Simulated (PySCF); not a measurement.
# Computed properties of Si(Cl)2(OH)(SH) (Cl2H2OSSi), SMILES O[Si](S)(Cl)Cl

Cl2H2OSSi, SMILES O[Si](S)(Cl)Cl. Coordinates come from a PBE0-D3(BJ)/def2-SVP optimisation. The structure was generated by enumeration, and PubChem lists no compound with its InChIKey, so it may never have been made. One conformer was computed; it need not be the lowest. All values are computed for the isolated molecule unless a solvent is named; none is compared with measurement here.

**Structure.** All 15 harmonic modes at PBE0-D3(BJ)/def2-SVP (PySCF) are real, so it is a minimum. With heavy atoms numbered as in [OH:1][Si:2]([SH:3])([Cl:4])[Cl:5], the shortest bond between them is O1–Si2 at 1.642 Å and the longest Si2–S3 at 2.108 Å.

**Vibrations.** The strongest infrared lines (harmonic, unscaled, degenerate partners summed) lie at 816 cm⁻¹ (265 km/mol, H 69 %, O 21 %, Si 9 %), 613 cm⁻¹ (184 km/mol, Si 63 %, Cl 19 %, S 15 %), 598 cm⁻¹ (175 km/mol, Si 58 %, Cl 27 %, H 12 %). The softest mode is at 110 cm⁻¹ and the zero-point energy is 17.5 kcal/mol.

**Electronic structure.** B3LYP/def2-TZVP (PySCF) places the frontier levels at -7.80 and -0.37 eV, a gap of 7.43 eV, and gives a dipole moment of 1.65 D and a mean polarisability of 67.4 bohr³. PBE/def2-TZVP (PySCF) at the same geometry gives -6.79 and -1.09 eV, so its gap is 1.73 eV narrower. An orbital gap is neither the optical nor the fundamental gap.

**Excitations.** TDA-PBE0/def2-SVPD (PySCF) has S1 at 6.28 eV (197 nm, f = 0.010, weak); the most intense of the 10 singlets computed lies at 8.11 eV (f = 0.18). T1 (TDA) is at 5.81 eV, 0.47 eV under S1. TDA-PBE/def2-SVPD (PySCF) puts S1 at 5.66 eV. No vertical singlet excitation falls in the visible range (under 3.1 eV).

**NMR.** GIAO shifts at HF/pcSseg-1 (PySCF) (non-relativistic, atoms alike by connectivity averaged): ¹H from 1.8 to 3.1 ppm against TMS; ²⁹Si at 4.1 ppm against TMS. Without spin–orbit terms, shifts of atoms bonded to Cl or Br come out too high.

**Solvation.** SMD-B3LYP/6-31G* (PySCF) gives -6.0 kcal/mol in water, -6.8 kcal/mol in ethylethanoate, -9.4 kcal/mol in 2-propanol (1 M in both phases, gas-phase geometry); of these solvents 2-propanol holds the molecule best.
